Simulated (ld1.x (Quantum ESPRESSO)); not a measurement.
Reading a pseudo-wave (Hg)

Columns: radius, all-electron u(r) and pseudo u(r) of the 5p shell (level -85.81 eV) of mercury in the configuration [Kr] 4d10 4f14 5s2 5p6 5d10 6s0 6p0; PBEsol, scalar-relativistic, TM scheme, ld1.x (Quantum ESPRESSO) 7.5.

| r (bohr) | all-electron | pseudo |
| --- | --- | --- |
| 0.098 | -0.2852 | -0.0177 |
| 0.195 | -0.0975 | -0.0710 |
| 0.292 | 0.5535 | -0.1625 |
| 0.390 | 0.5376 | -0.2966 |
| 0.488 | 0.0915 | -0.4720 |
| 0.585 | -0.4119 | -0.6754 |
| 0.682 | -0.8032 | -0.8807 |
| 0.780 | -1.0430 | -1.0487 |
| 0.878 | -1.1458 | -1.1407 |
| 0.975 | -1.1486 | -1.1471 |
| 1.072 | -1.0885 | -1.0884 |
| 1.170 | -0.9920 | -0.9920 |
| 1.268 | -0.8798 | -0.8798 |
| 1.365 | -0.7662 | -0.7662 |
| 1.463 | -0.6564 | -0.6564 |
| 1.560 | -0.5570 | -0.5570 |
| 1.658 | -0.4676 | -0.4676 |
| 1.755 | -0.3906 | -0.3906 |
| 1.852 | -0.3243 | -0.3243 |
| 1.950 | -0.2674 | -0.2674 |
| 2.047 | -0.2201 | -0.2201 |
| 2.145 | -0.1802 | -0.1802 |
| 2.242 | -0.1473 | -0.1473 |
| 2.340 | -0.1199 | -0.1199 |
| 2.438 | -0.0973 | -0.0973 |
| 2.535 | -0.0790 | -0.0790 |

Problem. How many radial nodes do the two functions have?

Solution. The all-electron 5p function has n − l − 1 = 3 (the table is too coarse to show those close to the nucleus); the pseudo-wave has 0, since the states of the same l below it are removed with the core.

Problem. At about which radius was the pseudo-wave matched?

Solution. 1.15 bohr, where the columns begin to agree (steps of 0.10 bohr).

Problem. Where does each function peak?

Solution. Outermost all-electron maximum near 0.97 bohr, pseudo maximum near 0.97 bohr (to the table’s step).

Problem. Is the pseudo-wave norm-conserving?

Solution. Yes: the TM scheme keeps the norm inside the radius equal to the all-electron one, which fixes the energy derivative of the logarithmic derivative at the level.
